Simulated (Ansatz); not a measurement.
Reaction (formal exchange of groups at a C–B bond): `CBOCO` + `F/C=C/Cl` → `C/C(Cl)=C/F` + `BOCO`

Program: Ansatz. Geometries: PBE0-D4/def2-TZVP. ΔE: electronic, gas phase. CBS: MP2 limit from def2 TZ/QZ plus the TZ coupled-cluster correction, frozen cores. This one scheme is used for every species. Double bonds are as drawn, so ΔE can hold a change between cis and trans. Functionals use def2-TZVPP. Each species was taken in one conformer, which may not be the lowest.

`CBOCO`:

Cartesian coordinates in Å:
```
C -0.906 -1.331 1.384
B -0.154 -0.113 0.769
O -0.250 0.134 -0.559
C 0.474 1.183 -1.164
O 1.617 0.709 -1.786
H -0.185 -2.008 1.859
H -1.488 -1.898 0.656
H -1.570 -1.003 2.192
H 0.512 0.636 1.440
H 0.805 1.901 -0.410
H -0.210 1.661 -1.874
H 1.356 0.127 -2.506
```

`F/C=C/Cl`:

```xyz
6

F    -0.990   -0.480    1.444
C    -0.184   -0.542    0.385
C     0.117    0.548   -0.297
Cl    1.151    0.490   -1.661
H     0.175   -1.540    0.166
H    -0.269    1.524   -0.036
```

`C/C(Cl)=C/F`:

```xyz
9

C    -0.610   -0.528    0.842
C     0.043   -0.162   -0.441
Cl   -0.201   -1.244   -1.760
C     0.781    0.926   -0.602
F     1.364    1.249   -1.751
H    -0.392    0.219    1.607
H    -0.256   -1.501    1.192
H    -1.694   -0.595    0.718
H     0.966    1.637    0.195
```

`BOCO`:

Cartesian coordinates in Å:
```
B -0.341 1.017 -1.153
O -0.580 -0.115 -0.469
C 0.018 -0.358 0.791
O 1.051 -1.269 0.682
H 0.352 1.874 -0.673
H -0.856 1.122 -2.227
H -0.783 -0.717 1.446
H 0.451 0.565 1.186
H 0.688 -2.119 0.418
```

Task: Is it downhill or uphill in electronic energy at CCSD(T)/CBS, and by how much? (An estimate is asked.)

Result: The calculation gave: Uphill: ΔE = +30.4 kJ/mol.

Task: What do these levels give: PBE0-D4, SCS-MP2/def2-TZVPP, CCSD(T)/def2-TZVPP, MP2/def2-QZVPP, MP2/CBS(def2), CCSD/CBS(def2)? (Best estimate.)

Result: Computed: PBE0-D4 32.4, SCS-MP2/def2-TZVPP 27.3, CCSD(T)/def2-TZVPP 30.7, MP2/def2-QZVPP 27.1, MP2/CBS(def2) 27.1, CCSD/CBS(def2) 31.6 kJ/mol.

Largest T1 diagnostic among the species: 0.013.

The D4 term adds −3.6 kJ/mol with B3LYP and −1.8 kJ/mol with PBE0; it sums over pairs of atoms, weighted by their polarisabilities, and B3LYP, whose exchange is more repulsive, gets the larger term.

B3LYP here is the variant with VWN-RPA as its local correlation; programs differ in this.
